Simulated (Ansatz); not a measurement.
A nudged elastic band was laid between two geometries of Al2H9NSi2 (14 atoms, charge 0, multiplicity 1).

These are results of RKS PBE/6-31G in Ansatz, not measurements.

- movable images: 5
- climbing image: yes
- spring: 5.0 eV/Å²
- optimiser: quadratic models (default)
- start path: IDPP
- force threshold: 0.05 eV/Å
- iteration limit: 60
- end points: relaxed

Image 0:

```xyz
14
Properties=species:S:1:pos:R:3
Al -0.535 1.465 1.380
N -0.843 0.200 0.086
Si -2.546 -0.136 -0.463
Al 0.514 -0.768 -0.702
Si 2.915 -0.570 -0.167
H 0.996 1.729 1.812
H -1.803 2.245 2.007
H -3.510 0.665 0.390
H -2.750 0.258 -1.914
H -2.888 -1.607 -0.325
H 0.014 -1.822 -1.831
H 3.453 -1.927 0.261
H 3.281 0.425 0.914
H 3.690 -0.188 -1.419
```

Image 6:

```xyz
14
Properties=species:S:1:pos:R:3
Al -0.585 0.951 1.758
N -0.850 0.133 0.135
Si -2.541 -0.076 -0.507
Al 0.540 -0.500 -0.897
Si 2.933 -0.385 -0.303
H 0.936 1.128 2.261
H -1.879 1.445 2.588
H -3.535 0.291 0.576
H -2.794 0.816 -1.710
H -2.792 -1.511 -0.929
H 0.077 -1.182 -2.296
H 3.257 0.152 1.074
H 3.671 0.480 -1.313
H 3.549 -1.772 -0.408
```

Q: What changes between the two ends?

A: No bond is made or broken. The dihedral N2–Al4–Si5–H13 goes from 1 to -117°.

Q: What energy profile does the band end with?

A: The forces met the threshold. The highest image is number 6 of 0 to 6, 0.000 eV above the ends, which have the same energy within 2 meV. The highest image is an end point: on this band no image between the ends rises above it. Inner images lie up to 0.021 eV below the lower end, so the ends aren't the lowest states on this path. Limits of this set-up: no polarisation functions.

```csv
image,path coordinate (Å),energy (eV),dihedral N2–Al4–Si5–H13 (°)
0,0.00,0.000,1
1,0.35,0.000,-8
2,1.20,-0.009,-30
3,2.05,-0.021,-51
4,2.90,-0.020,-73
5,3.75,-0.008,-95
6,4.61,0.000,-117
```

Time of the run: 2.3 min on 1 thread of Intel(R) Xeon(R) Processor @ 2.70GHz (shared host), peak memory 0.15 GiB.
